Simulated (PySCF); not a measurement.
Correlation energy of Ti²⁺ (titanium, charge +2)

[Ar] 3d1 4p1, one real determinant (an excited configuration). Computed with PySCF 2.14 in def2-QZVPPD (11s6p5d3f2g, 93 functions), with the non-relativistic Hamiltonian (point nucleus). Frozen: [Ar]; 2 electrons correlated.

With two correlated electrons CCSD is exact within the correlated space (frozen core and kept virtual orbitals).

```tsv
level	correlation energy (mhartree)
CCSD	-2.89
```

Diagnostics: T1 = 0.0023, D1 = 0.0042, largest double amplitude 0.066.

Is a single reference adequate?

Yes: T1 lies below 0.03 and no double amplitude reaches 0.07.

The reference is one real determinant that mixes LS terms of this configuration.
